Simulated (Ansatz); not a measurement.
`[NH2][Al]([OH])[SiH3]` + H₂ → `[OH][AlH][SiH3]` + NH₃ at 700 K and 1 bar (hydrogenolysis of the Al–N bond).

Isolated molecules relaxed with PBE0-D4/def2-TZVP in Ansatz; ΔE leaves out vibrations. CCSD(T)/CBS is the MP2 limit (def2-TZVPP, def2-QZVPP) plus CCSD(T) − MP2 in def2-TZVPP, frozen cores. This one scheme is used for every species. One conformer a species, not always the lowest.

```tsv
species	CCSD(T)/CBS energy (Eh)	H − E (kJ/mol)	S (J/(mol·K))
`[NH2][Al]([OH])[SiH3]`	-664.67699	251.6	491.8
H₂	-1.17544	46.8	155.3
`[OH][AlH][SiH3]`	-609.31389	184.6	430.8
NH₃	-56.50880	116.9	226.5
```

H − E and S are ideal-gas, rigid-rotor, harmonic terms from PBE0-D4/def2-TZVP, for one conformer and one mirror image of each species. The MP2-based limit puts H₂ 0.8 mEh under its directly extrapolated value; such offsets cancel only in part. 1 Eh = 2625.50 kJ/mol, R = 8.31446 J/(mol·K).

Question: By hand: ΔE, ΔH, ΔS and ΔG.

Answer: ΔE = (-609.31389) + (-56.50880) − (-664.67699) − (-1.17544) = 0.02974 Eh = 78.1 kJ/mol. Δ(H − E) = 184.6 + 116.9 − 251.6 − 46.8 = 3.1, so ΔH = 81.2 kJ/mol. ΔS = 430.8 + 226.5 − 491.8 − 155.3 = 10.2 J/(mol·K). ΔG = 81.2 − 700 × (10.2)/1000 = 74.1 kJ/mol.

Question: By hand: the equilibrium constant, and the temperature at which ΔG would vanish if ΔH and ΔS stayed fixed.

Answer: log₁₀ K = −ΔG/(RT ln 10) = -5.5. ΔG = 0 at ΔH/ΔS = 7961 K, far beyond where these terms or the molecules hold.

The number of gas molecules stays the same, so ΔS is small and ΔH decides. A doubt of 5 kJ/mol in ΔE shifts log₁₀ K by 0.4 here. Other conformers and mirror images would add mixing entropy, several J/(mol·K) or more a flexible species. Modes under 60 cm⁻¹, often nearly free rotors, make the harmonic entropy too high. These are equilibria of isolated gas molecules and say nothing of rates. Largest T1 diagnostic: 0.014 (customary marks: 0.02 for closed shells, 0.045 for open ones).
